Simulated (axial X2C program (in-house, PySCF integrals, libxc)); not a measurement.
**Worked dissociation energy of OsBr: PBEsol, non-relativistic**

Calculated with an axial X2C code built on PySCF integrals. The Hamiltonian is the X2C one with the speed of light multiplied by 100, which is the non-relativistic limit. Basis: Os dyall-v2z [10s9p7d5f], Br dyall-v2z [7s7p4d] (cores contracted in-house); Gaussian nuclei, density fitting, unrestricted open shells. Masses: Os 191.961 u, Br 78.918 u.

Molecular state: M_S = 3/2, Λ = 3 (beyond evenly filled blocks: σα, π+α, π+β, π-α, δ+α, δ+β, δ-α).

| Quantity | Value |
| --- | --- |
| E(Os) (2M_S = 4, M_L = 0) | -16289.776640 hartree |
| E(Br) (2M_S = 1, M_L = 1) | -2572.067779 hartree |
| E(OsBr) at Re | -18861.982297 hartree |
| ωe | 245.2 cm⁻¹ |
| ωexe | 0.593 cm⁻¹ |

Question: Work out De and D0.

Answer: De = -16289.776640 + (-2572.067779) − (-18861.982297) = 0.13788 hartree = 3.752 eV. The zero-point energy is ωe/2 − ωexe/4 = 122 cm⁻¹ = 0.015 eV, so D0 = 3.737 eV.

The state is one determinant whose occupation by symmetry is held fixed; it was picked as the lowest of a PBE0 search that is not exhaustive. Dissociation energies refer to the lowest single-determinant-based atoms at the same level and basis. PBE0 can misorder states that lie within some tenths of an eV, so this need not be the ground state of the molecule. The nearest other spin-free determinant of the search, M_S = 3/2, Λ = 0, lies 0.08 eV up at the distance of the search. The functionals have no current-density term, which raises determinants with orbital currents, atoms included. At some level and bond length an empty orbital lies below a filled one.

Each atomic determinant is the lowest at this level and need not be a pure term. Totals compare only within one Hamiltonian and basis.
